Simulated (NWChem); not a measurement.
Species: CdSiH$_{4}$SO; SMILES [Cd]([SH])[O][SiH3]

```xyz
8

Cd     0.1311    -0.3833     0.0023
S     -0.2464    -2.6780     0.0570
H     -0.5279    -2.7473    -1.2639
O      0.5281     1.5406    -0.0074
Si    -0.3075     2.9559     0.0165
H     -1.2225     3.0930    -1.1675
H      0.6469     4.1074    -0.0039
H     -1.1671     3.0874     1.2416
```
Atoms are numbered in this order, from 1.

Computed with NWChem. The geometry was optimised at PBE0/def2-SVP. Not confirmed as a minimum by frequencies. def2 effective core potentials on Cd; no spin-orbit coupling. B3LYP is NWChem's, with the RPA form of VWN correlation. Ions are spin-unrestricted doublets at the neutral geometry; other ion states weren't tried.

### Question
What does the run give for B3LYP/def2-SVP? Quantities: −ε(HOMO) (eV).

### Answer
```yaml
"−ε(HOMO) (eV)": 7.14
```
